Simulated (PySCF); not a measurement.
ClH7OSi3, SMILES Cl[SiH2][SiH2]O[SiH3]. Geometry: B3LYP-D3(BJ)/def2-SVP. The structure was generated by enumeration, and PubChem lists no compound with its InChIKey, so it may never have been made. The values are those of a single conformer.

Computed equilibrium geometry at B3LYP-D3(BJ)/def2-SVP (PySCF confirms it by a frequency run) as bond lengths and angles (one conformer of several):
Atoms: Si1 O2 Si3 Si4 Cl5 H6 H7 H8 H9 H10 H11 H12. Bonded distances (Å): Si1–O2 1.660, Si1–H6 1.488, Si1–H7 1.488, Si1–H8 1.496, O2–Si3 1.665, Si3–Si4 2.354, Si3–H9 1.490, Si3–H10 1.490, Si4–Cl5 2.094, Si4–H11 1.490, Si4–H12 1.490. Bond angles (°): O2–Si1–H6 109.8, O2–Si1–H7 109.7, O2–Si1–H8 109.1, H6–Si1–H7 109.7, H6–Si1–H8 109.3, H7–Si1–H8 109.3, Si1–O2–Si3 145.1, O2–Si3–Si4 111.0, O2–Si3–H9 109.7, O2–Si3–H10 109.6, Si4–Si3–H9 108.8, Si4–Si3–H10 108.8, H9–Si3–H10 108.9, Si3–Si4–Cl5 104.7, Si3–Si4–H11 113.1, Si3–Si4–H12 113.0, Cl5–Si4–H11 108.6, Cl5–Si4–H12 108.6, H11–Si4–H12 108.6.
